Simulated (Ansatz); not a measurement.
An input meant for ZnI2⁺ (charge 1, doublet).

```yaml
crystal:
  periodic: [false, false, false]
  atoms:
    - {symbol: Zn, position_ang: [0.030156, -0.034056, -0.186421]}
    - {symbol: I, position_ang: [0.091521, -1.302889, 2.136468]}
    - {symbol: I, position_ang: [0.069588, 1.469244, -2.005905]}
basis:
  gaussian: {orbitals: def2-mTZVP, nuclear_model: gaussian}
total_charge: 1
magnetization: {spin_polarized: true, initial_magnetization: 1}
hamiltonian: {xc: {name: HSE06}, dispersion: d3bj}
scf: {lower_state_search: light}
relax: {f_tol: 0.001, max_steps: 2}
output: {forces: true}
```

```sh
$ ansatz run in.yaml --threads 4 --pin off --events-out ev --progress --plain --max-ram 3916MiB
```

It prints (some lines left out):

```
Functional definition: HSE06
1049 factors; integrals over basis functions are off by at most 1.3e-4 eV
70 factors; integrals over basis functions are off by at most 9.8e-7 eV
mean field evaluation 1: about -64601.6952 eV, gradient 2.4e1 eV
mean field evaluation 2: about -64591.3728 eV, gradient 5.4e1 eV
mean field evaluation 4: about -64601.3875 eV, gradient 1.4e1 eV
mean field evaluation 8: about -64604.0490 eV, gradient 5.3e-1 eV
mean field evaluation 16: about -64604.0518 eV, gradient 2.0e-3 eV
mean field evaluation 32: about -64604.0519 eV, gradient 1.4e-2 eV
mean field evaluation 64: about -64602.2269 eV, gradient 1.1e1 eV
mean field evaluation 96: about -64603.9395 eV, gradient 7.9e-1 eV
mean field evaluation 128: about -64603.2210 eV, gradient 6.1e0 eV
mean field -64604.05428561 eV, -2374.1552047952 hartree, gradient 2.2e-10 eV, S^2 0.754927; 13 other end points of the search recorded, 0 dependent functions left out
reference -64604.05432044 eV, -2374.1552060752 hartree; 40, 39 occupied and 65, 66 virtual orbitals, 1049 factors
relax step   1: F+E_penalty+E_count = -64604.14681566 eV  Δ(F+E_penalty+E_count) = +0.000e0 eV  max|allowed force component| = 1.550e0 eV/Å  Δτ_max = 0.0000 Å  (516 SCF iters, accepted)
1049 factors; integrals over basis functions are off by at most 1.1e-4 eV
70 factors; integrals over basis functions are off by at most 9.7e-7 eV
mean field -64604.19900772 eV, -2374.1605232350 hartree, gradient 4.8e-7 eV, S^2 0.755439; 0 other end points of the search recorded, 0 dependent functions left out
reference -64604.19904232 eV, -2374.1605245065 hartree; 40, 39 occupied and 65, 66 virtual orbitals, 1049 factors
relax step   2: F+E_penalty+E_count = -64604.29283398 eV  Δ(F+E_penalty+E_count) = -1.460e-1 eV  max|allowed force component| = 4.375e-1 eV/Å  Δτ_max = 0.0843 Å  (72 SCF iters, accepted)
Error: geometry relaxation did not converge after 2 steps: max|allowed force component| = 4.38e-1 eV/Å (threshold 1.0e-3). Raise `relax.max_steps` over both its present limit and 2, loosen `relax.f_tol`, or start from a geometry closer to equilibrium. Where this run's directory can be resumed (`checkpoint.write`), a resume goes on for up to `relax.max_steps` more
```

(1) Something in this input is off. What?

Answers

(1) The relaxation is allowed too few steps for its threshold. The SCF steps converged, but the relaxation ran out of steps.
